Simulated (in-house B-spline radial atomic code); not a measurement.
Solving the quasi-particle equation for 6s of Bi IV (Bi3+)

Configuration [Xe] 4f14 5d10 6s2, start PBE0; correlation leaves out the 10 deepest shells, empty levels kept to 640 hartree. Computed with a B-spline radial code for spherical atoms: all electrons, scalar-relativistic (spin-free one-electron X2C), finite nucleus, each spin shell either full or empty, empty states to l = 9 with an (l + 1/2)⁻⁴ tail; G0W0 by contour deformation at full frequency.

At the mean-field level ε = -40.928 eV the matrix elements are Σx = -19.492 eV, v_xc = -17.479 eV and Σc(ε) = -2.517 eV, and the slope of the correlation self-energy is dΣc/dω = -0.0425. The quasi-particle energy solves E = ε + Σx − v_xc + Σc(E).

(1) What does the linearised equation give?

(2) How does that compare with the full solution and with static screening?

## Answers

(1) Z = 1/(1 − dΣc/dω) = 1/1.0425 = 0.9592. The first-order shift is Σx − v_xc + Σc(ε) = -19.492 − (-17.479) + (-2.517) = -4.530 eV, so E ≈ ε + Z × shift = -40.928 + 0.9592 × (-4.530) = -45.273 eV.

(2) Solving the equation at full frequency dependence gives E = -45.277 eV, where Σc = -2.337 eV and the weight is 0.961; the linearised value is off by 4 meV. Leaving Z out would give -45.458 eV. Static COHSEX puts -4.405 eV in place of Σc and gives -47.346 eV, 2.07 eV deeper. The tabulated removal energy is 45.37 ± 0.06 eV (NIST, measured); the run leaves out spin-orbit coupling, Breit and QED terms.
